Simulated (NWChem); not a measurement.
Two isomers of GeSiH5OCl, each optimised at PBE0/def2-SVP with NWChem. Flexible species stand in one conformer each, which need not be the lowest. 

A: [Ge@H]([SiH3])([Cl])[OH]
B: O[Si@H](Cl)[GeH3]

Question: Which is lower in energy, by how much, and how do their other properties compare?

Answer: B is lower by 16.8 kcal/mol in electronic energy; with zero-point energies, B − A = -16.5 kcal/mol.
```
                                       A      B
---------------------------------  -----  -----
highest occupied level (eV)        -8.14  -7.92
orbital gap (eV)                    7.97   7.87
dipole (D)                          1.58   1.50
highest harmonic frequency (cm⁻¹)   3892   3926
zero-point energy (kcal/mol)        30.2   30.5
```
